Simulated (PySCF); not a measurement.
B(H)2(vinyl) (C₂H₅B), SMILES C(=C)B. Geometry optimised at B3LYP-D3(BJ)/def2-TZVP.

TDDFT-CAM-B3LYP/def2-SVPD (PySCF) puts the lowest singlet excitations at 5.43, 5.53, 6.05, 7.60, 8.19, 8.60 eV.

Q: What are the lowest excitation roots from PySCF 2.14.0 with ADC(2)/aug-cc-pVDZ? (An estimate is asked for; the answer gives what the named calculation found.)

A: 5.80, 6.03, 6.17, 7.70, 8.13, 8.28 eV. S1 differs by 0.37 eV (second minus first; roots are paired by order, and the bases may differ).
